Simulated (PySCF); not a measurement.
Ge(F)2(Br)(Me) (CH3BrF2Ge), SMILES [CH3][Ge]([F])([F])[Br].

Coordinates come from a PBE-D3(BJ)/def2-SVP optimisation.

Calculation: PBE-D3(BJ)/def2-SVP (PySCF).

Frequencies are harmonic and unscaled.

Question: List the normal modes with their intensities. (The exact figures need the calculation; the answer reports its results.)

Answer: 
```csv
mode,ν (cm⁻¹),IR (km/mol),moving atoms (share of kinetic energy)
1,66,0.0,H 99 %
2,126,0.9,"C 41 %, H 22 %, F 14 %, Br 13 %, Ge 10 %"
3,147,1.0,"F 78 %, Br 11 %"
4,173,1.6,"F 29 %, C 26 %, Ge 22 %, H 21 %"
5,202,12.6,"F 61 %, Br 25 %"
6,234,21.2,"F 76 %, Ge 19 %"
7,315,57.2,"Ge 51 %, Br 37 %"
8,600,23.8,"C 60 %, H 17 %, Ge 14 %, F 9 %"
9,698,65.4,"F 75 %, Ge 20 %"
10,711,54.5,"F 75 %, Ge 22 %"
11,784,55.2,"H 78 %, C 19 %"
12,788,34.0,"H 76 %, C 19 %"
13,1203,7.6,"H 80 %, C 20 %"
14,1370,8.1,H 96 %
15,1374,3.4,H 96 %
16,2999,0.3,H 98 %
17,3119,0.6,"H 90 %, C 10 %"
18,3122,0.4,"H 90 %, C 10 %"
```
